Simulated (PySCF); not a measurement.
A structure optimised at B3LYP-D3(BJ)/def2-SVP, used in a PySCF frequency run:

```
N
H 1 1.0183
Si 1 1.7415 2 115.49
N 3 1.7281 1 109.70 2 -49.03
H 4 1.0149 3 120.17 1 149.55
H 4 1.0153 5 111.45 3 -151.94
Si 1 1.7456 2 115.83 3 179.52
H 7 1.4896 1 111.78 2 -135.49
H 7 1.4899 8 109.79 1 -120.37
H 3 1.4928 4 104.16 5 26.24
H 3 1.4973 10 108.55 4 125.23
C 7 1.9044 8 107.66 9 -118.08
F 12 1.3930 7 109.71 8 57.89
H 12 1.1061 13 109.06 7 -121.81
H 12 1.1063 14 107.10 13 117.79
```

### Question
Write its SMILES and formula.

### Answer
N[SiH2]N[SiH2]CF, CH9FN2Si2

### Question
What are its rotational constants (standard atomic weights)?

### Answer
4.9360, 0.88735, 0.81145 GHz
